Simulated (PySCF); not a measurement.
CH₉BSi₂.
Atom-mapped SMILES: `[BH2:1][SiH2:2][CH2:3][SiH3:4]` (hydrogens: H5, H6 on B1; H7, H8 on Si2; H9, H10 on C3; H11, H12, H13 on Si4)

Geometry (PBE0-D3(BJ)/def2-SVP, Å), atoms numbered from 1 in this order:
```xyz
13
CH9BSi2 angstrom
B      2.0480    0.6377   -0.8473
Si     0.9120   -0.9073   -0.2326
C     -0.9274   -0.7221   -0.6209
Si    -1.7546    0.6946    0.2980
H      1.6510    1.4480   -1.6531
H      3.1855    0.7561   -0.4548
H      1.4703   -2.1158   -0.9367
H      1.0890   -1.1535    1.2370
H     -1.0390   -0.5528   -1.7057
H     -1.4561   -1.6598   -0.3804
H     -1.8013    0.4041    1.7643
H     -3.1510    0.9268   -0.1855
H     -0.9748    1.9588    0.1020
```

Jobs on this species (13 atoms, 48 electrons) with PySCF (density fitting). Hardware of each: one thread of an Arm Neoverse V1, no GPU, on a shared host. Times come from a shared host and carry two figures at best. Peak memory is the resident size of the whole Python process, interpreter and libraries included.

```tsv
level and settings	work	basis functions	SCF cycles	wall time	peak memory
CAM-B3LYP/pcSseg-2	shieldings	284	?	?	?
PBE0/pcSseg-2	shieldings	284	12	29 s	1.1 GiB
PBE0/6-31G	shieldings, charges and field gradients	62	11	4.7 s	0.54 GiB
WP04/pcSseg-2	shieldings	284	12	29 s	1.1 GiB
B3LYP/def2-SVPD	10 singlets by full TDDFT, 4 Tamm–Dancoff triplets, polarisability, ΔSCF ions	160	12	2.0 min	0.75 GiB
LDA/pcSseg-2	shieldings	284	13	35 s	0.97 GiB
BHandHLYP/def2-SVPD	10 singlets by full TDDFT, 4 Tamm–Dancoff triplets, polarisability, ΔSCF ions	160	11	89 s	0.74 GiB
PBE0/def2-TZVPD	10 singlets by full TDDFT, 4 Tamm–Dancoff triplets, polarisability	241	12	35 s	0.91 GiB
KT3/pcSseg-2	shieldings	284	14	43 s	0.90 GiB
```

Q: Fill in the missing figures.

A: 
- CAM-B3LYP/pcSseg-2; shieldings: 40 s, 1.4 GiB, 11 SCF cycles

Q: What do all jobs in the table cost together?

A: About 7.1 min; the longest takes about 28 % of that, and about 26 times as long as the shortest.
